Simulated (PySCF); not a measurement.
Computed Raman spectrum (relative Raman activity) of a molecule C₂H₇BClN. Geometry optimised at B3LYP-D3(BJ)/def2-SVP. Other conformers were not sampled. Calculation: B3LYP-D3(BJ)/def2-SVP run with PySCF. Frequencies are harmonic and unscaled.

Lines under 2 % of the strongest are left out, and lines within 2 cm⁻¹ are merged.

```tsv
ν (cm⁻¹)	relative intensity
788	2.7
1072	3.1
1429	3.2
1442	9.0
1459	22
1472	3.0
1553	2.8
2642	28
3000	18
3007	100
3059	59
3065	17
3150	21
3165	14
```

Pick the molecule that these values belong to.
A. CN(C)BCl
B. CNB(C)Cl
C. CCB(N)Cl

A, CN(C)BCl
